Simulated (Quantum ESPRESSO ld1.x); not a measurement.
The numbers below are computed, except where a source is named.
The mean radii <r> (bohr) of the occupied orbitals of an atom or ion are listed with their occupations. Level of theory: scalar-relativistic Kohn-Sham, LDA (Slater exchange, VWN5 correlation), spin-polarised, spherical densities, point nucleus (ld1.x of Quantum ESPRESSO 7.5).

orbital  occ.      <r>
1s          2  0.01579
2s          2  0.06644
2p          6  0.06050
3s          2   0.1695
3p          6   0.1709
3d         10   0.1542
4s          2   0.3402
4p          6   0.3521

Name the element and its charge. Open shells, if any, are filled with parallel spins first.

Answer. Z = 83, bismuth, charge +47: Bi47+ in [Kr]. The 1s radius gives Z: for a bare nucleus <r> = (2 gamma + 1)/(2Z) with gamma = sqrt(1 - (Z/c)^2), 0.01561 bohr for Z = 83, and screening makes it slightly larger (0.01579 here). The occupations add up to 36, and the charge is Z minus that.
